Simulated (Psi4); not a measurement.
borazine (H₆B₃N₃), singlet, at a GFN2-xTB geometry; SVWN/STO-3G (Psi4).

The Psi4 input:
```
memory 2 GB

molecule mol {
0 1
B     0.981958   -1.045659   -0.108216
N     1.346318    0.281398    0.229442
B     0.406946    1.335958    0.344915
N    -0.951850    1.013597    0.104898
B    -1.388904   -0.290299   -0.236699
N    -0.394469   -1.294995   -0.334340
H     1.784179   -1.899921   -0.196625
H     2.319928    0.484895    0.395366
H     0.739405    2.427383    0.626698
H    -1.640194    1.746595    0.180757
H    -2.523585   -0.527462   -0.430073
H    -0.679734   -2.231490   -0.576122
}

set {
  basis sto-3g
  reference rks
  df_basis_scf cc-pvtz-jkfit
}

energy('svwn')
print_variables()
```

**Question.** Write the output that Psi4 gives for this input, abridged.

**Answer.** 
```
   => Loading Basis Set <=

    Name: STO-3G
    Role: ORBITAL
    Keyword: BASIS

         ---------------------------------------------------------
                                   SCF
               by Justin Turney, Rob Parrish, Andy Simmonett
                          and Daniel G. A. Smith
                              RKS Reference
         ---------------------------------------------------------

  ==> Geometry <==

    Molecular point group: c1
    Full point group: C1

    Geometry (in Angstrom), charge = 0, multiplicity = 1:

       Center              X                  Y                   Z               Mass
    ------------   -----------------  -----------------  -----------------  -----------------
         B            0.981958185128    -1.045659000000    -0.108216012429    11.009305360000
         N            1.346318185128     0.281398000000     0.229441987571    14.003074004430
         B            0.406946185128     1.335958000000     0.344914987571    11.009305360000
         N           -0.951849814872     1.013597000000     0.104897987571    14.003074004430
         B           -1.388903814872    -0.290299000000    -0.236699012429    11.009305360000
         N           -0.394468814872    -1.294995000000    -0.334340012429    14.003074004430
         H            1.784179185128    -1.899921000000    -0.196625012429     1.007825032230
         H            2.319928185128     0.484895000000     0.395365987571     1.007825032230
         H            0.739405185128     2.427383000000     0.626697987571     1.007825032230
         H           -1.640193814872     1.746595000000     0.180756987571     1.007825032230
         H           -2.523584814872    -0.527462000000    -0.430073012429     1.007825032230
         H           -0.679733814872    -2.231490000000    -0.576122012429     1.007825032230

  Running in c1 symmetry.

  Rotational constants: A =      0.17920  B =      0.17920  C =      0.08960 [cm^-1]
  Rotational constants: A =   5372.35423  B =   5372.35295  C =   2686.17679 [MHz]
  Nuclear repulsion =  199.633261719398888

  Charge       = 0
  Multiplicity = 1
  Electrons    = 42
  Nalpha       = 21
  Nbeta        = 21

  ==> Algorithm <==

  SCF Algorithm Type is DF.
  DIIS enabled.
  MOM disabled.
  Fractional occupation disabled.
  Guess Type is SAD.
  Energy threshold   = 1.00e-06
  Density threshold  = 1.00e-06
  Integral threshold = 1.00e-12

  ==> Primary Basis <==

  Basis Set: STO-3G
    Blend: STO-3G
    Number of shells: 24
    Number of basis functions: 36
    Number of Cartesian functions: 36
    Spherical Harmonics?: true
    Max angular momentum: 1

  ==> DFT Potential <==

   => LibXC <=

    Version 7.1.2
    S. Lehtola, C. Steigemann, M. J. T. Oliveira, and M. A. L. Marques,  SoftwareX 7, 1–5 (2018) (10.1016/j.softx.2017.11.002)

   => Composite Functional: SVWN <=

    Slater exchange
    Vosko, Wilk & Nusair (VWN5_RPA)
    P. A. M. Dirac,  Math. Proc. Cambridge Philos. Soc. 26, 376 (1930) (10.1017/S0305004100016108)
    F. Bloch,  Z. Phys. 57, 545 (1929) (10.1007/BF01340281)
    S. H. Vosko, L. Wilk, and M. Nusair,  Can. J. Phys. 58, 1200 (1980) (10.1139/p80-159)

    Deriv               =              1
    GGA                 =          FALSE
    Meta                =          FALSE

    Exchange Hybrid     =          FALSE
    MP2 Hybrid          =          FALSE

   => Exchange Functionals <=

    1.0000         XC_LDA_X

   => Correlation Functionals <=

    1.0000   XC_LDA_C_VWN_RPA

   => LibXC Density Thresholds  <==

    XC_LDA_C_VWN_RPA:  1.00E-15
    XC_LDA_X:  1.00E-15

   => Molecular Quadrature <=

    Radial Scheme          =       TREUTLER
    Pruning Scheme         =           NONE
    Nuclear Scheme         =       TREUTLER

    Blocking Scheme        =         OCTREE
    BS radius alpha        =              1
    Pruning alpha          =              1
    Radial Points          =             75
    Spherical Points       =            302
[...]

   => Loading Basis Set <=

    Name: CC-PVTZ-JKFIT
    Role: JKFIT
    Keyword: DF_BASIS_SCF

  ==> Integral Setup <==

  SCF_SUBTYPE=INCORE selected. In-core MEM_DF algorithm will be used.
  Using in-core AOs.

  ==> MemDFJK: Density-Fitted J/K Matrices <==

    J tasked:                   Yes
    K tasked:                    No
    wK tasked:                   No
    Algorithm:                 Core
    Schwarz Cutoff:           1E-12
    Mask sparsity (%):       0.9259
    Fitting Condition:        1E-10

   => Auxiliary Basis Set <=

  Basis Set: CC-PVTZ-JKFIT
    Blend: CC-PVTZ-JKFIT
    Number of shells: 210
    Number of basis functions: 654
    Number of Cartesian functions: 786
    Spherical Harmonics?: true
    Max angular momentum: 4

  Minimum eigenvalue in the overlap matrix is 2.0630392507E-01.
  Reciprocal condition number of the overlap matrix is 8.1015089301E-02.
    Using symmetric orthogonalization.

  ==> Pre-Iterations <==

  SCF Guess: Superposition of Atomic Densities via on-the-fly atomic UHF (no occupation information).

   -------------------------
    Irrep   Nso     Nmo
   -------------------------
     A         36      36
   -------------------------
    Total      36      36
   -------------------------

  ==> Iterations <==

                           Total Energy        Delta E     RMS |[F,P]|

   @DF-RKS iter SAD:  -235.91403949540339   -2.35914e+02   0.00000e+00
   @DF-RKS iter   1:  -238.18162720610272   -2.26759e+00   6.53327e-03 ADIIS/DIIS
   @DF-RKS iter   2:  -238.11839186586636    6.32353e-02   1.13538e-02 ADIIS/DIIS
   @DF-RKS iter   3:  -238.21529089940341   -9.68990e-02   4.80183e-04 ADIIS/DIIS
   @DF-RKS iter   4:  -238.21557003023017   -2.79131e-04   7.15848e-05 DIIS
   @DF-RKS iter   5:  -238.21557420216658   -4.17194e-06   2.16473e-05 DIIS
   @DF-RKS iter   6:  -238.21557468398191   -4.81815e-07   1.85441e-06 DIIS
   @DF-RKS iter   7:  -238.21557468681908   -2.83717e-09   6.19287e-08 DIIS
  Energy and wave function converged.

  ==> Post-Iterations <==

   Electrons on quadrature grid:
      Ntotal   =   42.0000003927 ; deviation = 3.927e-07

    Orbital Energies [Eh]
    ---------------------

    Doubly Occupied:

[...]
    Virtual:

[...]
    Final Occupation by Irrep:
              A
    DOCC [    21 ]
    NA   [    21 ]
    NB   [    21 ]

  @DF-RKS Final Energy:  -238.21557468681908

   => Energetics <=

    Nuclear Repulsion Energy =            199.6332617193988881
    One-Electron Energy =                -720.6110821702557132
    Two-Electron Energy =                 316.7910456644937085
    DFT Exchange-Correlation Energy =     -34.0287999004559794
    Empirical Dispersion Energy =           0.0000000000000000
    VV10 Nonlocal Energy =                  0.0000000000000000
    Total Energy =                       -238.2155746868190818

Computation Completed

Properties will be evaluated at   0.000000,   0.000000,   0.000000 [a0]

Properties computed using the SCF density matrix

 Multipole Moments:

 ------------------------------------------------------------------------------------
     Multipole            Electronic (a.u.)      Nuclear  (a.u.)        Total (a.u.)
 ------------------------------------------------------------------------------------

 L = 1.  Multiply by 2.5417464519 to convert [e a0] to [Debye]
 Dipole X            :         -0.0000004           -0.0000004           -0.0000009
 Dipole Y            :          0.0000016            0.0000000            0.0000016
 Dipole Z            :         -0.0000003            0.0000009            0.0000006
 Magnitude           :                                                    0.0000019

 ------------------------------------------------------------------------------------

  Variable Map:
  ----------------------------------------------------------------------------
[...]
  Array Variable Map:
  ----------------------------------------------------------------------------
[...]
[...]
```
